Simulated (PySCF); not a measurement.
A structure optimised at B3LYP-D3(BJ)/def2-SVP, used in a PySCF frequency run:

```
Te
S 1 2.4383
H 2 1.3553 1 96.91
S 1 2.4383 2 103.29 3 -85.88
H 4 1.3553 1 96.91 2 -85.88
```

Problem. Write its SMILES, formula and point group.

Solution. S[Te]S, H₂S₂Te, C2

Problem. What are its rotational constants (standard atomic weights)?

Solution. 4.8593, 2.0547, 1.4737 GHz
